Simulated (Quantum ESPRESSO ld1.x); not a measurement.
Spin polarisation of the 4f13 shell in the thulium ion Tm+. Start: [Xe] 4f(up 6.5, down 6.5) 6s(up 0.5, down 0.5); electrons of 4f are moved from spin down to spin up, other shells keep equal spins. All-electron calculation, non-relativistic Kohn-Sham, LDA (Slater exchange, Perdew-Wang correlation), spin-polarised, spherical densities, point nucleus. Program: ld1.x of Quantum ESPRESSO 7.5.

\begin{tabular}{lrrrrr}
moment (Bohr magnetons) & E - E(0) (eV) & e(4f up) (eV) & e(4f down) (eV) & 6s down minus up (eV) & 5p down minus up (eV) \\ \hline
0 & 0.000 & -14.135 & -14.135 & 0.000 & 0.000 \\
0.25 & -0.012 & -14.230 & -14.038 & 0.006 & 0.064 \\
0.5 & -0.048 & -14.324 & -13.940 & 0.013 & 0.127 \\
0.75 & -0.108 & -14.416 & -13.840 & 0.019 & 0.191 \\
1 & -0.192 & -14.508 & -13.739 & 0.025 & 0.255 \\
\end{tabular}

At moment 1 the spin-polarisation energy is -0.192 eV and the 4f exchange splitting 0.768 eV, that is 0.768 eV per Bohr magneton; E = -I m^2/4 would give I = 0.768 eV.
